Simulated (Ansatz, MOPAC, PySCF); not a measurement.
Complex: H2O (SMILES O) (first 3 atoms) with CHN (SMILES C#N); geometry from B3LYP-D3(BJ)/def2-TZVP, rigid monomers moved along the line of their centres of mass till H3···N5 is 2.96 Å.
(charge 0, multiplicity 1):
```tsv
atom	x (Å)	y (Å)	z (Å)
O	-0.1430	0.0652	-0.6573
H	0.7913	-0.0607	-0.8478
H	-0.2007	0.0722	0.3079
C	-0.3069	0.0820	4.3992
N	-0.1668	0.0644	3.2636
H	-0.4387	0.0986	5.4580
```

Counterpoise-corrected where a basis set is named; no monomer relaxation. Rows marked so take none.

Cores are frozen in the correlated methods. CBS: X⁻³ extrapolation of the correlation energy, Hartree–Fock from the larger set. Rows in 3-21G, 6-311+G**, 6-31G*, STO-3G carry no dispersion term and start afresh at each structure (6-31G* with six Cartesian d functions). The state that PM7 reach isn't checked; PM7 holds dispersion and hydrogen-bond terms.

The values were computed with Ansatz (Gaussian basis) for Hartree–Fock, density functionals and correlated methods; MOPAC for PM7 (differences of heats of formation); PySCF for 3-21G rows, 6-311+G** rows, 6-31G* rows, STO-3G rows, the dispersion terms. Each number belongs to the level named beside it.

Other levels give for the interaction energy: PBE/def2-TZVPPD -2.17; B3LYP/def2-TZVPPD -1.96; B3LYP-D3(BJ)/def2-TZVPPD -2.26; wB97M-V/def2-TZVPPD -2.22; MP2/CBS(aug-cc-pVDZ, aug-cc-pVTZ) + ΔCCSD(T)/aug-cc-pVDZ -2.27 kcal/mol.

Task: What do these common cheap choices give for the same quantity: PM7, HF/STO-3G (no counterpoise), HF/6-31G*, HF/6-31G* (no counterpoise), B3LYP/3-21G (no counterpoise), B3LYP/6-31G* (no counterpoise), B3LYP/6-311+G** (no counterpoise), M06-2X/6-31G* (no counterpoise)?

Result: PM7 -3.58; HF/STO-3G (no counterpoise) -1.48; HF/6-31G* -2.25; HF/6-31G* (no counterpoise) -2.50; B3LYP/3-21G (no counterpoise) -3.04; B3LYP/6-31G* (no counterpoise) -2.52; B3LYP/6-311+G** (no counterpoise) -2.24; M06-2X/6-31G* (no counterpoise) -2.59 kcal/mol. They span -3.58 to -1.48 kcal/mol.

Ansatz is a program for electronic structure.
